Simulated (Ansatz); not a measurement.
A nudged elastic band was laid between two geometries of CH7B2N (11 atoms, charge 0, multiplicity 1).

The calculation used RKS B3LYP-D4/def2-SVP (Ansatz 0.2.0).

```
movable images  : 5
climbing image  : yes
spring          : 5.0 eV/Å²
optimiser       : quadratic models (default)
start path      : through a guess of the saddle point
force threshold : 0.05 eV/Å
iteration limit : 60
end points      : relaxed
```

Image 0:

```xyz
11
Properties=species:S:1:pos:R:3
C -0.556 1.621 0.510
B -0.794 0.201 -0.122
B 0.429 -0.817 -0.684
N 1.064 -1.838 0.027
H -1.315 1.911 1.255
H -0.702 2.324 -0.339
H 0.452 1.813 0.909
H -1.956 -0.108 -0.312
H 0.806 -0.656 -1.833
H 1.790 -2.422 -0.374
H 0.848 -2.085 0.986
```

Image 6:

```xyz
11
Properties=species:S:1:pos:R:3
C -0.933 1.522 0.093
B -0.004 0.417 0.716
B 0.913 -0.690 -0.168
N 0.540 -1.984 -0.538
H -1.833 1.723 0.700
H -1.221 1.382 -0.961
H -0.340 2.460 0.147
H 0.129 0.461 1.926
H 2.023 -0.334 -0.528
H 1.143 -2.606 -1.065
H -0.350 -2.409 -0.303
```

(1) What changes between the two ends?

(2) What energy profile does the band end with?

(3) What is the geometry of the highest image?

Answers

(1) No bond is made or broken. The height of N4 over the plane of its neighbours goes from 0.00 to 0.00 Å. The two ends are copies of one structure, up to a mirror image or an exchange of like atoms.

(2) The forces met the threshold. The highest image is number 3 of 0 to 6, 0.122 eV above the ends, which have the same energy within 2 meV. A vibrational analysis at the climbing image gives 2 clearly imaginary modes (167i, 59i cm⁻¹): a point of higher order, so a lower path passes nearby.

```tsv
image	path coordinate (Å)	energy (eV)	height of N4 over the plane of its neighbours (Å)
0	0.00	0.000	0.00
1	1.00	0.033	-0.01
2	2.00	0.087	0.00
3	3.00	0.122	0.00
4	3.90	0.082	0.00
5	4.81	0.029	0.00
6	5.71	0.000	0.00
```

(3) 
```xyz
11
Properties=species:S:1:pos:R:3
C -0.743 1.737 0.265
B -0.527 0.190 0.394
B 0.777 -0.637 -0.372
N 0.821 -2.030 -0.311
H -1.575 2.177 0.835
H -0.893 1.968 -0.809
H 0.193 2.272 0.516
H -1.326 -0.463 1.047
H 1.679 -0.097 -0.982
H 1.543 -2.600 -0.740
H 0.116 -2.575 0.177
```

Time of the run: 2.8 min on 1 thread of Arm Neoverse V1 (shared host), peak memory 0.33 GiB.
